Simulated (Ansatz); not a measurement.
Isolated molecules relaxed with PBE0-D4/def2-TZVP in Ansatz; ΔE leaves out vibrations. CCSD(T)/CBS is the MP2 limit (def2-TZVPP, def2-QZVPP) plus CCSD(T) − MP2 in def2-TZVPP, frozen cores. Functionals use def2-TZVPP. B3LYP here is the variant with VWN-RPA as its local correlation; programs differ in this. Each species was taken in one conformer, which may not be the lowest.

Reaction (substitution at a C–C bond): `CC(C)[Si]F` + `O[SiH](F)O[SiH2]F` → `CO[SiH](F)O[SiH2]F` + `CC[Si]F`

```tsv
level	ΔE (kJ/mol)	difference from CCSD(T)/CBS
PBE-D4	48.9	-4.7
r2SCAN-D4	48.9	-4.7
ωB97X-V	46.1	-7.5
B2PLYP	47.3	-6.3
PBE	47.9	-5.7
r2SCAN	49.0	-4.6
PBE0	49.6	-4.0
B3LYP	41.5	-12.1
HF/def2-TZVPP	36.5	-17.1
MP2/def2-TZVPP	59.6	6.0
SCS-MP2/def2-TZVPP	52.8	-0.8
CCSD/def2-TZVPP	50.6	-3.0
HF/def2-QZVPP	35.9	-17.7
MP2/def2-QZVPP	60.1	6.5
SCS-MP2/def2-QZVPP	53.4	-0.2
HF/CBS(def2)	35.8	-17.8
CCSD(T)/CBS	53.6	0
```

Largest T1 diagnostic among the species: 0.013.

In def2-TZVPP, CCSD(T) changes the Hartree–Fock value by +15.8 kJ/mol (the triples alone add +1.7 kJ/mol) and MP2 by +23.1 kJ/mol.
